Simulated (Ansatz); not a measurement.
System: CH4BO, charge 0, doublet. CH4BO (SMILES [BH]OC, doublet).
B3LYP-D3(BJ)/def2-TZVP minimum from Ansatz (a quantum-chemistry and plane-wave program):
```
C
H 1 1.0889
H 1 1.0889 2 109.46
H 1 1.0911 2 110.14 3 -121.24
O 1 1.4399 2 108.16 3 117.63
B 5 1.3200 1 124.81 2 120.77
H 6 1.2036 5 125.03 1 0.00
```
Charge 0, spin multiplicity 2.

Quantity: atomisation energy (electronic, to ground-state atoms), in kcal/mol. UHF or UKS for unpaired electrons; spin-orbit terms are left out. CBS(X,Y): correlation extrapolated as X^-3, Hartree-Fock from the larger set. A bracket is a step between two methods taken in the basis named. The functionals are non-relativistic, so their misses hold any scalar relativity. 'core' is core correlation in cc-pwCVTZ, 'X2C' scalar relativity in cc-pVTZ-DK, both at CCSD(T). Where a partner has so few electrons that a lower coupled-cluster level is exact, that level stands in.

CCSD(T)/CBS(cc-pVTZ,cc-pVQZ) + [CCSDT(Q) - CCSD(T)]/cc-pVDZ + core + X2C (Ansatz) gives 607.9 kcal/mol.

### Question
What does PBE/def2-TZVPD (Ansatz) give here, and how do the other levels compare?

### Answer
PBE gives 621.1 kcal/mol, 13.2 kcal/mol above it. Differences of the others: r2SCAN/def2-TZVPD (Ansatz) 6.1; wB97M-V/def2-TZVPD (Ansatz) 0.4; CCSD(T)/CBS(cc-pVTZ,cc-pVQZ) + core + X2C (Ansatz) -0.5 kcal/mol. Nearer than PBE: r2SCAN/def2-TZVPD, wB97M-V/def2-TZVPD, CCSD(T)/CBS(cc-pVTZ,cc-pVQZ) + core + X2C.
